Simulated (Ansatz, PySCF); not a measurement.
NiO₃, SMILES [O]=[Ni]1[O][O]1, multiplicity 1. Atoms are numbered in the order given.

```xyz
4

Ni     0.1005     0.2741     0.0000
O     -0.1948     1.8558     0.0000
O      0.5833    -1.3744     0.0000
O     -0.7402    -1.4410     0.0000
```
Charge 0, spin multiplicity 1.

Coordinates come from a B3LYP-D3(BJ)/def2-SVP optimisation. The spin state was assumed, not searched.

Vertical ionisation energy (IE) and electron affinity (EA) in eV. Rows of orbital energies are one-electron estimates. Where ΔSCF, EOM or ADC give a negative EA the extra electron is unbound and the value depends on the basis.

```tsv
level	IE	EA
−ε(HOMO), −ε(LUMO), HF/def2-TZVPD (PySCF)	12.03	1.35
−ε(HOMO), −ε(LUMO), PBE/def2-TZVPD (PySCF)	6.78	6.53
```

What vertical singlet–triplet gap does ΔSCF give with PBE/def2-SVPD (Ansatz, a first-principles code)? (The exact figures need the calculation; the answer reports its results.)

-0.21 eV (triplet above singlet where positive).
